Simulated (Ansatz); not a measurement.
A run for Ansatz (a program for electronic structure): R-CCSD(T)/cc-pV(T+d)Z on H2O (SMILES O). The basis file is the Basis Set Exchange's JSON of that set.

Ansatz 0.2 input:
```yaml
crystal:
  periodic: [false, false, false]
  atoms:
    - {symbol: O, position_ang: [0.00000000, -0.00000000, 0.40073248]}
    - {symbol: H, position_ang: [-0.00000000, 0.75701187, -0.20041624]}
    - {symbol: H, position_ang: [-0.00000000, -0.75701187, -0.20041624]}
basis:
  gaussian:
    orbitals: cc-pV_T+d_Z.json
magnetization: {spin_polarized: false}
correlation: {method: ccsd_t, electrons: outside_noble_gas}
scf: {lower_state_search: off}
```

Output:

```
WARN ansatz: RAYON_NUM_THREADS=4 ignored (pool sized by the plan → 4); use --threads N
Functional definition: HF
these checks for a lower state are left out or cut short: stability, starts, cluster_reference, orbital_swaps, neighbouring_geometries, increment
integrals: 0.02 GiB planned
342 factors; integrals over basis functions are off by at most 6.9e-4 eV
mean field: 0.06 GiB planned
mean field evaluation 1: about -2067.8600 eV, gradient 3.2e1 eV
mean field evaluation 2: about -2067.8601 eV, gradient 3.2e1 eV
mean field evaluation 4: about -2069.5892 eV, gradient 1.4e0 eV
mean field evaluation 8: about -2069.5964 eV, gradient 3.5e-5 eV
mean field -2069.59638330 eV, -76.0562642634 hartree, gradient 9.9e-7 eV, S^2 0.000000; 0 other end points of the search recorded, 0 dependent functions left out
1 core orbitals not correlated
reference -2069.59638330 eV, -76.0562642634 hartree; 4, 4 occupied and 53, 53 virtual orbitals, 342 factors
second order -7.13714816 eV of doubles, -0.00000000 eV of singles
coupled cluster: 0.10 GiB planned
cycle   1  -7.14156127 eV  change   -4.4e-3 eV  update   3.8e-2
cycle   2  -7.27540353 eV  change   -1.3e-1 eV  update   1.1e-2
cycle   3  -7.29605991 eV  change   -2.1e-2 eV  update   4.0e-3
cycle   4  -7.29537116 eV  change    6.9e-4 eV  update   7.4e-4
cycle   5  -7.29583778 eV  change   -4.7e-4 eV  update   2.7e-4
cycle   6  -7.29585785 eV  change   -2.0e-5 eV  update   8.4e-5
cycle   7  -7.29586247 eV  change   -4.6e-6 eV  update   2.7e-5
cycle   8  -7.29585279 eV  change    9.7e-6 eV  update   6.8e-6
cycle   9  -7.29584990 eV  change    2.9e-6 eV  update   1.3e-6
perturbative correction -0.21053810 eV, -0.0077371323 hartree
Total energy: -2077.10277129 eV, -76.3321189342 hartree
Checks for a lower state left out: stability, starts, cluster_reference, orbital_swaps, neighbouring_geometries, increment
```

The calculation finished and met its thresholds.

Cost: about 0.8 core-seconds (a rough figure).
